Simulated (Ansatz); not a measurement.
```tsv
atom	x (Å)	y (Å)	z (Å)
S	0.0000	0.0000	0.0000
O	0.0000	0.0000	1.4890
```

Basis set: cc-pVDZ (spherical functions). Frozen core: 6 orbitals. Charge 0, multiplicity 1.

Computed with Ansatz (development build ahead of 0.2.0); the reference of a correlated method needn't be the lowest determinant of its kind. Restricted open shells among the atoms or ions are ROHF, correlated in semicanonical orbitals with singles.

(1) Give the atomization energy at this shape (free ground-state atoms in the same class of orbitals less the molecule, no zero-point energy) of singlet SO by RHF-CCSD(T), RHF-CCSD.

Results:

(1)

| method | atomization energy |
| --- | --- |
| RHF-CCSD(T) | 3.08 eV |
| RHF-CCSD | 2.79 eV |

Caution: another spin multiplicity may lie lower; no unrestricted run beside it, a lower state can exist.
